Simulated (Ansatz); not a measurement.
F2, charge +1, doublet, geometry from GFN2-xTB (a state made from the parent by changing its charge; the spin is typed, not shown lowest); CAM-B3LYP/STO-3G (Ansatz, a quantum-chemistry and plane-wave program).

Ansatz was given this input:
Ansatz 0.2 input:
```yaml
crystal:
  periodic: [false, false, false]
  atoms:
    - {symbol: F, position_ang: [-0.00000000, -0.00000000, -0.64677315]}
    - {symbol: F, position_ang: [0.00000000, 0.00000000, 0.64677315]}
basis:
  gaussian:
    orbitals: STO-3G
    occupation: {up: {"Ag": 3, "B1u": 2, "B2g": 1, "B2u": 1, "B3g": 1, "B3u": 1}, down: {"Ag": 3, "B1u": 2, "B2g": 1, "B2u": 1, "B3u": 1}}
hamiltonian:
  xc: cam_b3lyp
total_charge: 1
magnetization: {spin_polarized: true, initial_magnetization: 1}
```

Write the output that Ansatz gives for this input, abridged.


```
Functional definition: CAM-B3LYP
140 factors; integrals over basis functions are off by at most 3.5e-6 eV
44 factors; integrals over basis functions are off by at most 3.7e-7 eV
mean field evaluation 1: about -5338.2462 eV, gradient 5.4e0 eV
mean field evaluation 2: about -5338.4496 eV, gradient 7.4e-2 eV
mean field evaluation 4: about -5338.4428 eV, gradient 1.1e-4 eV
mean field -5338.44281970 eV, -196.1841550974 hartree, gradient 3.2e-6 eV, S^2 0.750094; 0 other end points of the search recorded, 0 dependent functions left out
reference -5338.44284256 eV, -196.1841559376 hartree; 9, 8 occupied and 1, 2 virtual orbitals, 140 factors
Total energy: -5338.44284256 eV, -196.1841559376 hartree
```
